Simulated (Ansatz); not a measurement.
Consider the redistribution: `O[SiH2][SiH2]Br` + `FC[SiH2]S` → `O[SiH2][SiH2]S` + `FC[SiH2]Br`.

Gas-phase electronic energies from Ansatz, PBE0-D4/def2-TZVP geometries. CCSD(T)/CBS adds triple-zeta CCSD(T) − MP2 to the extrapolated MP2 energy (def2 sets, frozen cores). DFT in def2-TZVPP. HSE06 is defined as in plane-wave codes. For Br outer-core shells are correlated without core-valence functions, which leaves a few kJ/mol of doubt a bond. Scalar relativity is left out up to krypton. Each species was taken in one conformer, which may not be the lowest.

`O[SiH2][SiH2]Br`:

Cartesian coordinates in Å:
```
O -0.642 0.824 1.708
Si 0.664 0.504 0.756
Si -0.102 -0.394 -1.274
Br -1.749 -1.782 -0.633
H -1.334 0.158 1.713
H 1.587 -0.489 1.374
H 1.386 1.787 0.569
H -0.711 0.593 -2.201
H 0.899 -1.203 -2.014
```

`FC[SiH2]S`:

```xyz
9

F    -1.034    1.509   -0.468
C    -0.807    0.184   -0.831
Si    0.233   -0.662    0.505
S     2.119    0.308    0.715
H    -0.295    0.177   -1.798
H    -1.779   -0.307   -0.953
H     0.530   -2.055    0.084
H    -0.533   -0.660    1.778
H     1.566    1.507    0.967
```

`O[SiH2][SiH2]S`:

Z-matrix (Å, degrees):
```
Si
Si 1 2.345
O 1 1.650 2 106.5
H 1 1.493 2 108.3 3 -120.4
H 1 1.484 2 114.3 3 118.6
S 2 2.160 1 104.3 3 40.1
H 2 1.486 1 112.9 3 -71.2
H 2 1.488 1 115.3 3 162.4
H 3 0.962 1 114.8 2 -30.8
H 6 1.345 2 94.9 1 62.7
```

`FC[SiH2]Br`:

Z-matrix (Å, degrees):
```
C
Si 1 1.889
F 1 1.390 2 109.1
H 1 1.095 2 111.1 3 -119.8
H 1 1.095 2 111.1 3 119.8
Br 2 2.222 1 106.6 3 180.0
H 2 1.480 1 111.0 3 61.9
H 2 1.480 1 111.0 3 -61.9
```

```csv
level,ΔE (kcal/mol),difference from CCSD(T)/CBS
LDA (SPW92),-0.2,-0.3
B97M-V,0.0,-0.1
HSE06-D4,-0.1,-0.2
ωB97X-V,0.3,0.2
r2SCANh,0.0,-0.1
HSE06,0.0,-0.1
BHLYP,0.3,0.2
CAM-B3LYP,0.3,0.2
RPA@PBE/def2-TZVPP,0.1,0.0
HF/def2-SVP,0.2,0.1
CCSD/def2-SVP,0.0,-0.1
CCSD(T)/def2-SVP,-0.1,-0.2
MP2/def2-TZVPP,0.0,-0.1
SCS-MP2/def2-TZVPP,0.1,0.0
HF/CBS(def2),0.5,0.4
MP2/CBS(def2),0.0,-0.1
CCSD(T)/CBS,0.1,0
```

Largest T1 diagnostic among the species: 0.012.

Leaving LDA and LC-ωPBE aside and taking each functional with its dispersion term where it has one, the values, not all of them listed here, spread over 0.5 kcal/mol, from revPBE-D4 to BHLYP-D4.
